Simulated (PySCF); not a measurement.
## Computed data sheet: `c1ccc2c(c1)CCCC2` (1,2,3,4-tetrahydronaphthalene)

Species: 1,2,3,4-tetrahydronaphthalene, C10H12.
Atom-mapped SMILES: `[cH:1]1[cH:2][cH:3][c:4]2[c:5]([cH:6]1)[CH2:7][CH2:8][CH2:9][CH2:10]2` (hydrogens: H11 on C1; H12 on C2; H13 on C3; H14 on C6; H15, H16 on C7; H17, H18 on C8; H19, H20 on C9; H21, H22 on C10)

Structural features include: benzene ring.

PBE0-D3(BJ)/def2-SVP geometry optimisation, gas phase (PySCF):

```
Point group                  : C2
Rotational constants A, B, C : 2.788, 1.129, 0.831 GHz
```

**CAM-B3LYP/def2-SVPD ground state, ΔSCF and vertical TDDFT (core frozen in the response) (PySCF)**

```
Dipole moment                                                     : 0.75 D
HOMO energy                                                       : -7.92 eV
LUMO energy                                                       : 0.85 eV
HOMO–LUMO gap                                                     : 8.77 eV
Lowest singlet excitation                                         : 5.27 eV (235 nm, f = 0.009)
Strongest line among the 10 lowest singlet transitions            : S4 at 6.74 eV (184 nm, f = 0.683)
Lowest triplet excitation (Tamm–Dancoff)                          : 3.98 eV
Static isotropic polarisability                                   : 111.6 au
Vertical ionisation energy                                        : 8.51 eV
Electronic spatial extent ⟨r²⟩ about the centre of nuclear charge : 1437 bohr²
```

From PBE0/pcSseg-1 ground state and GIAO shieldings, non-relativistic (PySCF):

```
Lowest Hirshfeld atomic charge                      : -0.07 e on C7/C8/C9/C10
Highest Hirshfeld atomic charge                     : +0.05 e on H11/H12/H13/H14
13C chemical shifts (computed TMS as zero) by class : 141.4 (C4/C5), 134.7 (C3/C6), 131.1 (C1/C2), 32.0 (C7/C10), 25.7 (C8/C9) ppm
1H chemical shifts (computed TMS as zero) by class  : 7.21 (H11/H12), 7.15 (H13/H14), 2.70 (H15/H16/H21/H22), 1.66 (H17/H18/H19/H20) ppm
Mayer bond orders between heavy atoms               : C1–C2 1.41, C2–C3 1.46, C3–C4 1.43, C4–C5 1.36, C5–C6 1.43, C5–C7 1.04, C7–C8 1.05, C8–C9 1.03, C9–C10 1.05, C6–C1 1.46, C10–C4 1.04
```

Monoisotopic mass (most abundant isotopes): 132.0939 u.

The dipole matches unit charges of opposite sign 0.16 Å apart (1 e·Å = 4.8032 D). No computed singlet falls in the visible range (750 to 380 nm, 1.65 to 3.26 eV); S1 lies 2.01 eV above its blue end. The polarisability is 16.54 Å³ as a volume (1 au = 0.148185 Å³), or 1.55 au for each of the 72 electrons. The rotational constants make it an asymmetric top with κ = (2B − A − C)/(A − C) = -0.70, nearer the prolate limit (−1). The largest Löwdin shares of the HOMO are 0.19 on C5, 0.19 on C4, 0.16 on C2 and 0.16 on C1. S1 lies 3.50 eV below the HOMO–LUMO gap; its leading configuration is HOMO→LUMO, weight 0.62, beside HOMO−1→LUMO+1, weight 0.32. The principal polarisabilities are 76.3, 119.7 and 138.8 au; their mean is the isotropic value. The vertical singlet–triplet gap S1 − T1 is 1.29 eV (TDDFT singlet less Tamm–Dancoff triplet; S1: HOMO→LUMO, weight 0.62, beside HOMO−1→LUMO+1, weight 0.32; T1: HOMO−1→LUMO, weight 0.48, beside HOMO→LUMO+1, weight 0.39).

 NMR classes are plain means over equivalent atoms (diastereotopic ones count apart unless rotation or inversion swaps them), as if these changed places fast; in this geometry the members of some classes differ.

For the geometry optimisation (PBE0-D3(BJ)/def2-SVP), time: 93 s wall. Hardware: one thread of an Arm Neoverse V2, no GPU (shared host).

One conformer stands for the species.
